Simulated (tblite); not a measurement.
Species: C8H7BrO2.
Numbering: `[CH3:1][O:2][C:3](=[O:4])[c:5]1[cH:6][cH:7][c:8]([Br:9])[cH:10][cH:11]1` (hydrogens: H12, H13, H14 on C1; H15 on C6; H16 on C7; H17 on C10; H18 on C11)

Structure used (GFN2-xTB), in Å, numbered top down from 1:
```
atom  x, y, z in Å
C1     3.426   -0.529    0.198
O2     2.030   -0.438    0.441
C3     1.290    0.047   -0.566
O4     1.755    0.392   -1.624
C5    -0.155    0.108   -0.230
C6    -1.035    0.596   -1.193
C7    -2.388    0.673   -0.928
C8    -2.854    0.259    0.310
Br9   -4.715    0.360    0.685
C10   -1.994   -0.228    1.282
C11   -0.641   -0.303    1.009
H12    3.838    0.458   -0.023
H13    3.622   -1.188   -0.651
H14    3.866   -0.934    1.105
H15   -0.639    0.911   -2.146
H16   -3.076    1.049   -1.670
H17   -2.381   -0.544    2.238
H18    0.042   -0.681    1.752
```

Computed values, GFN2-xTB/tblite, gas phase, harmonic and unscaled. Errors from tens to a few hundred cm⁻¹ against measured bands are possible. One conformer, not necessarily the lowest.

Harmonic wavenumbers (cm⁻¹): 34.4, 50.8, 64.1, 110.4, 152.3, 217.5, 236.8, 270.4, 300.1, 367.3, 427.7, 444.9, 483.0, 597.9, 638.4, 679.1, 718.9, 819.6, 822.6, 869.8, 918.0, 927.4, 970.9, 1017.7, 1087.2, 1121.3, 1122.6, 1131.9, 1158.0, 1180.7, 1236.3, 1256.8, 1325.6, 1388.6, 1399.6, 1440.9, 1446.7, 1462.2, 1572.6, 1574.7, 1743.9, 2978.5, 2990.3, 3046.3, 3096.6, 3097.3, 3105.7, 3114.1.

A = 3447, B = 286.1, C = 264.6 MHz; mass 213.963 u (most abundant isotopes); point group Cs, symmetry number 1.

Problem. Zero-point energy?

Solution. ½Σν̃ = 28109 cm⁻¹ = 80.37 kcal/mol.

Problem. What is S at 500 K and 1 bar for an ideal gas of classical rigid rotors and harmonic oscillators?

Solution. Translation 44.58, rotation 33.03, vibration 54.97: S = 132.6 cal/(mol K).

Problem. And Cp and H(500 K) − H(0)?

Solution. Cp = 58.16 cal/(mol K), of which vibrations give 50.21 (their classical limit is 48 R = 95.4); H(500 K) − H(0) = 17.42 kcal/mol without the zero-point energy, 13.45 from vibrations.

Problem. What must be added to the electronic energy to get the Gibbs energy at 500 K and 1 bar?

Solution. ZPE + [H(500 K) − H(0)] − T·S = 80.37 + 17.42 − 66.29 = 31.50 kcal/mol.

Problem. How do the functions run with temperature in this model?

Solution. 
| T (K) | S (cal/(mol K)) | Cp (cal/(mol K)) | H − H(0) (kcal/mol) | G − H(0) (kcal/mol) | ln q(vib) |
| --- | --- | --- | --- | --- | --- |
| 150 | 85.5 | 25.3 | 2.57 | -10.25 | 4.15 |
| 250 | 100.7 | 35.2 | 5.60 | -19.58 | 7.13 |
| 298.15 | 107.3 | 40.1 | 7.41 | -24.59 | 8.52 |
| 400 | 120.5 | 49.9 | 12.00 | -36.20 | 11.38 |
| 600 | 143.8 | 64.8 | 23.58 | -62.69 | 16.79 |
| 900 | 172.9 | 78.3 | 45.24 | -110.35 | 24.29 |

q(vib) and H(0) count from the zero-point level.

Problem. Blend soft modes into free rotors: weight 1/[1 + (100 cm⁻¹/ν̃)⁴] for the oscillator and the rest for a rotor with moment μB/(μ + B), μ = h/(8π²ν), B = 10⁻⁴⁴ kg m². What vibrational entropy results?

Solution. 49.33 cal/(mol K) in place of 54.97, which changes −T·S at 500 K by +2.82 kcal/mol.

Problem. Which modes carry the vibrational entropy at 500 K?

Solution. 34.4 cm⁻¹: 6.58; 50.8 cm⁻¹: 5.81; 64.1 cm⁻¹: 5.35; 110.4 cm⁻¹: 4.27; 152.3 cm⁻¹: 3.64; 217.5 cm⁻¹: 2.95 cal/(mol K); the other 42 give 26.35 together.

Hindered rotation and anharmonicity are outside this model. Other conformers, if any are populated, would add a mixing term that is left out.
